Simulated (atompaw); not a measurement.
PBEsol PAW (atompaw) dataset for B, scalar-relativistic all-electron reference.

```
Element                 : B (Z = 5)
Generator               : atompaw 4.2.0.5
Type                    : PAW
Functional              : PBEsol
Relativity              : scalar-relativistic
Frozen core             : [He]
Valence charge          : 3
Reference configuration : 2s2 2p0 (charge +1)
Partial waves           : 2s (bound): rc 3.00 bohr; 2s channel at 1.5 Ry: rc 3.00 bohr; 2p (bound, empty): rc 3.00 bohr; 2p channel at 1.05 Ry: rc 3.00 bohr
Local potential         : troulliermartins scheme with l = 2 at -0.5 Ry, radius 2.20 bohr
Core correction         : smooth core density matched at 2.10 bohr
Augmentation charge     : sinc compensation charge, radius 2.45 bohr; PAW radius 3.00 bohr; waves and projectors: custom polynom2 7 10 vanderbiltortho
```

All-electron outer shells of the reference configuration (PBEsol, scalar-relativistic, ld1.x):

```csv
shell,level (eV),outermost node (bohr),outermost maximum (bohr)
2s,-19.38,0.46,1.46
2p,-13.25,–,1.41
```

What the tests gave:

- Cutoffs needed: 8 Ry and 15 Ry (the cutoffs (Ry, on a coarse ladder) from which the occupation-weighted sum of valence levels, in a spherical-Bessel basis at the reference potential, stays within 10 and 1 mRy of its value at 400 Ry)
- Ghost test: no extra level below or beside the all-electron valence levels (s, p, d, f tested) (spherical-Bessel basis up to 400 Ry, 20 bohr box)
- Lowest eigenvalue of the overlap operator: 0.62 (s channel)
- Overlap eigenvalues printed by atompaw (projector basis): 0.284, 0.857, 5.02e+04, 7.93e+04
- Share of each valence orbital outside the PAW sphere: 2s 7 %, 2p 10 %

Generation and tests took about 0.37 s on one core of a shared server CPU.
